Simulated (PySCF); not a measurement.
Two-component Hartree-Fock for Pd (palladium, neutral)

Start: [Kr] 4d10. Calculated with PySCF 2.14 in x2c-TZVPall-2c: generalised Hartree-Fock with the X2C-1e Hamiltonian and a Gaussian nucleus; one run each with spin-orbit coupling (SO) switched off, then screened by Boettger's factors.

```
spinor shell  electrons  ε, spin-free (eV)  ε, screened SO (eV)  weight of nominal j (screened SO)  rms radius, screened SO (bohr)
       1s1/2          2           -24475.0             -24473.3                              1.000                          0.0365
       2s1/2          2            -3656.7              -3656.3                              1.000                           0.150
       2p1/2          2            -3271.5              -3381.8                              1.000                           0.130
       2p3/2          4            -3271.5              -3220.5                              1.000                           0.135
       3s1/2          2            -694.69              -694.58                              1.000                           0.403
       3p1/2          2            -564.86              -584.79                              1.000                           0.399
       3p3/2          4            -564.86              -555.61                              1.000                           0.410
       3d3/2          4            -359.04              -362.43                              1.000                           0.387
       3d5/2          6            -359.04              -356.70                              1.000                           0.390
       4s1/2          2            -104.47              -104.46                              1.000                            1.02
       4p1/2          2            -65.330              -68.598                              1.000                            1.11
       4p3/2          4            -65.330              -63.830                              1.000                            1.14
       4d3/2          4             -8.927               -9.283                              1.000                            1.71
```

(1) Where does 4d5/2 lie, and what is the 4d spin-orbit splitting (screened SO)?

| quantity | spin-free | screened SO |
| --- | --- | --- |
| E (hartree) | -5042.32309 | -5043.17808 |
| M_J | 0 | 0 |
| ⟨J²⟩ | 0.000 | 0.000 |
| ⟨L²⟩ | 0.000 | 0.015 |
| ⟨S²⟩ | 0.000 | 0.015 |

Breit and QED terms are absent; they matter most for the inner s and p1/2 levels.

Densities and radii are taken from the X2C orbitals without a picture-change correction, which distorts them close to the nucleus.

Without spin-orbit coupling the j labels of p, d and f shells carry no meaning; the spin-free column gives the mean over the occupied spinors of each nl shell.

Results:

(1) At -8.701 eV, 0.583 eV above 4d3/2.
